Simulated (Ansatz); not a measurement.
Consider the hydrogenolysis of a Te–Al bond: `C[CH2][AlH][TeH]` + H₂ → H₂Te + `C[CH2][AlH2]`.

Program: Ansatz. Geometries: PBE0-D4/def2-TZVP. ΔE: electronic, gas phase. CCSD(T)/CBS is the MP2 limit (def2-TZVPP, def2-QZVPP) plus CCSD(T) − MP2 in def2-TZVPP, frozen cores. This one scheme is used for every species. Elements past krypton have def2 core potentials. For Te outer-core shells are correlated without core-valence functions, which leaves a few kJ/mol of doubt a bond. Each species was taken in one conformer, which may not be the lowest.

| species | HF/CBS(def2) energy (Eh) |
| --- | --- |
| `C[CH2][AlH][TeH]` | -588.81549 |
| H₂ | -1.13356 |
| H₂Te | -268.15590 |
| `C[CH2][AlH2]` | -321.75959 |

(1) Work out ΔE.

Largest T1 diagnostic among the species: 0.010.

Answers

(1) ΔE = (-268.15590) + (-321.75959) − (-588.81549) − (-1.13356) = 0.03356 Eh = +88.1 kJ/mol. CCSD(T)/CBS gives +119.4 kJ/mol.

The D4 term adds +11.1 kJ/mol with B3LYP and +6.4 kJ/mol with PBE0; it sums over pairs of atoms, weighted by their polarisabilities, and B3LYP, whose exchange is more repulsive, gets the larger term. In def2-TZVPP, CCSD(T) changes the Hartree–Fock value by +22.5 kJ/mol (the triples alone add +6.0 kJ/mol) and MP2 by +36.2 kJ/mol.

B3LYP here is the variant with VWN-RPA as its local correlation; programs differ in this.
